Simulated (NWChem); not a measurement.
Molecule: C2H6AlN; SMILES C=[CH][AlH][NH2]

```xyz
10

Al    -0.4520     0.5350     0.0000
H     -2.0400     0.5376     0.0000
C      0.5604    -1.1295     0.0000
C     -0.0634    -2.3202     0.0000
H      1.6536    -1.1571     0.0000
H      0.4704    -3.2724     0.0000
H     -1.1506    -2.4059     0.0000
N      0.3814     2.1121     0.0000
H     -0.0940     3.0064     0.0000
H      1.3845     2.2506     0.0000
```
Atoms are numbered in this order, from 1.

The geometry was optimised at B3LYP/6-31G* (spherical d). B3LYP is NWChem's, with the RPA form of VWN correlation.

Symmetry labels are those of Cs in the frame above (b1 and b2, or b-type labels, depend on it).

Question: List the 4 lowest vertical singlet excitations from B3LYP/6-31+G* (spherical d), TDA (NWChem).

Answer: 
```tsv
state	energy (eV)	oscillator strength	symmetry	leading excitation (squared amplitude)
S1	5.57	0.158	a'	HOMO → LUMO (0.92)
S2	5.57	0.001	a"	HOMO−2 → LUMO (0.97)
S3	5.80	0.069	a"	HOMO → LUMO+1 (0.95)
S4	6.35	0.134	a'	HOMO−1 → LUMO (0.64)
```
